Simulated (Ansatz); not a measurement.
C$_{2}$H$_{5}$BClN (`B/N=C(/C)Cl`). Total charge 0; spin multiplicity 1.

```xyz
10

B    -0.8315   -0.3938   -1.9314
N    -0.3620    0.0632   -0.7384
C     0.0404    0.5385    0.3201
C     0.7150   -0.1909    1.4304
Cl   -0.1576    2.2633    0.6517
H    -0.0952   -0.4045   -2.8745
H    -1.9594   -0.7882   -1.9939
H     0.1379   -0.0818    2.3508
H     0.8100   -1.2448    1.1746
H     1.7024    0.2389    1.6107
```

What are the harmonic wavenumbers in cm⁻¹ at PBE0-D4/def2-TZVP (Ansatz, finite differences of forces, unscaled)? (Estimate.)

The calculation gave: 106, 155, 214, 329, 458, 466, 521, 612, 909, 916, 967, 1045, 1120, 1141, 1309, 1395, 1462, 1468, 1974, 2576, 2658, 3066, 3138, 3173.

Is this a minimum?

Yes, all 24 modes are real.

Give the ideal-gas thermochemistry at 298.15 K and 1 bar (rigid rotor, harmonic oscillator; point group Cs, symmetry number 1).

Zero-point energy 186.5 kJ/mol; H(298) − E = 205.3 kJ/mol; entropy 328.1 J/(mol·K), of which translation 164.9, rotation 111.2, vibration 52.0; G(298) − E = 107.5 kJ/mol.

And at 400, 500, 600, 800 and 1000 K?


```json
{"T (K)": "400", "H − E (kJ/mol)": "216.0", "S (J/mol/K)": "358.8", "G − E (kJ/mol)": "72.5"}
{"T (K)": "500", "H − E (kJ/mol)": "228.3", "S (J/mol/K)": "386.1", "G − E (kJ/mol)": "35.2"}
{"T (K)": "600", "H − E (kJ/mol)": "242.0", "S (J/mol/K)": "411.1", "G − E (kJ/mol)": "-4.7"}
{"T (K)": "800", "H − E (kJ/mol)": "273.0", "S (J/mol/K)": "455.5", "G − E (kJ/mol)": "-91.4"}
{"T (K)": "1000", "H − E (kJ/mol)": "307.5", "S (J/mol/K)": "493.9", "G − E (kJ/mol)": "-186.5"}
```
